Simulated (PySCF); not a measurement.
## Relaxation of triplet TaOBr

Method: UPBE0/[Ta def2-TZVP with ECP60, O def2-TZVP, Br def2-TZVP], scalar-relativistic core potentials, density fitting, no spin–orbit coupling, PySCF. A (50,194) grid was used.

A start displaced from a saddle point along its imaginary mode, of Cs symmetry, held to at least that symmetry:

Coordinates in bohr (charge 0 multiplicity 3):
```
Ta   -0.0007   -0.0700   -1.1887
O     0.0047    0.4724   -4.4490
Br    0.0006    0.0648    3.6272
```

Optimiser trace:
| step | E − E(last) (kJ/mol) | largest gradient (Eh/bohr) |
| --- | --- | --- |
| 0 | 50.25 | 0.02475 |
| 1 | 46.97 | 0.00893 |
| 2 | 41.26 | 0.01385 |
| 3 | 30.40 | 0.01043 |
| 4 | 20.00 | 0.02987 |
| 5 | 15.30 | 0.05056 |
| 6 | 5.85 | 0.02268 |
| 7 | 1.26 | 0.00742 |
| 8 | 0.18 | 0.00679 |
| 9 | 0.01 | 0.00068 |
| 10 | 0.00 | 0.00009 |

It ends at Cs with Ta–Br 2.462 Å, Ta–O 1.700 Å; Br–Ta–O 116.0° (after a last refinement on a finer grid). A frequency run shows a minimum.

Open d and f shells are described by one determinant, and the ground state may have another occupation or spin. With an element this heavy the missing spin–orbit coupling can shift these numbers.

The relaxation took 40 s on 4 threads of a shared Intel Xeon Platinum 8259CL @ 2.50GHz (Skylake/Cascade Lake) host, with 119 basis functions and 11 gradients; the process peaked at 1.1 GiB. Launch command: `OMP_NUM_THREADS=4 python axn.py task.json out`.
